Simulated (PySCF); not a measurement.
A calculated (r2SCAN, PySCF 2.14, dyall-av2z, no relativity, point nucleus) atom or ion has these occupied shells.

| shell | electrons | orbital energy (eV) | rms radius, mean of both spins (bohr) |
| --- | --- | --- | --- |
| 1s β | 1 | -4386.0 | 0.0853 |
| 1s α | 1 | -4385.9 | 0.0853 |
| 2s α | 1 | -472.40 | 0.375 |
| 2s β | 1 | -472.01 | 0.375 |
| 2p α | 3 | -388.22 | 0.342 |
| 2p β | 3 | -387.92 | 0.342 |
| 3s α | 1 | -53.213 | 1.17 |
| 3s β | 1 | -51.881 | 1.17 |
| 3p α | 3 | -31.681 | 1.29 |
| 3p β | 3 | -30.254 | 1.29 |
| 4s β | 1 | -3.478 | 4.59 |
| 3d α | 2 | -1.958 | 2.55 |

Problem. Name the element and its charge.

Solution. Sc (scandium, neutral), in [Ar] 3d2 4s1, 4s spin antiparallel (an excited configuration).
